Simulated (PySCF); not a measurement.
Species: sum formula H₃BPO (charge -1, singlet). It need not be the lowest isomer of its formula. Whether it binds its extra electron was not tested at this geometry. SMILES: OB[PH-]
Coordinates optimised at B3LYP-D3(BJ)/def2-TZVP (Ansatz):
```xyz
6

B     -0.2702    -0.6696     0.3189
H     -1.1734    -1.4714     0.4021
O      0.8262    -1.0369     1.1352
H      1.5205    -0.3752     1.0402
P     -0.2688     0.8540    -0.7228
H     -1.5741     0.6803    -1.2766
```
Charge -1, spin multiplicity 1.

Dispersion corrections to the total energy (kcal/mol) from the dftd3 and dftd4 libraries through PySCF: D3(BJ) without and D4 with the three-body term, each with the damping fitted for the functional named.

| functional | D3(BJ) | D4 |
|---|---|---|
| LC-wPBE | -2.12 | ___ |
| revPBE | -5.71 | -8.51 |
| BHLYP | ___ | -3.17 |
| B3LYP | -4.03 | -4.25 |
| B2PLYP | -1.90 | ___ |
| BLYP | -4.92 | -5.91 |
| PBE0 | -1.92 | -2.16 |

Question: Fill in the missing entries.

Answer: 
- LC-wPBE, D4: -2.91
- BHLYP, D3(BJ): -3.24
- B2PLYP, D4: -1.80
